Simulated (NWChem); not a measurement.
AlF2, doublet; SMILES [Al]([F])[F]

```xyz
3

Al     0.0000     0.0000     0.4871
F     -1.4346     0.0000    -0.3518
F      1.4346     0.0000    -0.3518
```
Atoms are numbered in this order, from 1.

All runs: NWChem. Spin-unrestricted. In the optimisation the excess spin sits in a1 (C2v, its own frame). Geometry: optimised at PBE0/def2-SVP, spin-unrestricted. This spin state was assumed; another may lie lower. No stability test was run on the SCF state. B3LYP is NWChem's, with the RPA form of VWN correlation. Vertical excitations in the gas phase; the lowest state need not have the same character in each row. Excited states of an open shell can be spin-contaminated.

| level | lowest excitation (eV) | oscillator strength of that lowest state | lowest empty minus highest occupied level, either spin (eV) |
|---|---|---|---|
| PBE/def2-SVP, TDA | 4.11 | 0.139 | 1.62 |
| B3LYP/def2-SVP, TDA | 4.26 | 0.157 | (withheld) |
| CAM-B3LYP/def2-SVP, TDA | 4.30 | 0.163 | 5.61 |
| LRC-wPBEh/def2-SVP, TDA | 4.23 | 0.161 | 7.16 |

Problem. Complete the blanks.

Solution. 
- B3LYP/def2-SVP, TDA, lowest empty minus highest occupied level, either spin (eV): 2.96
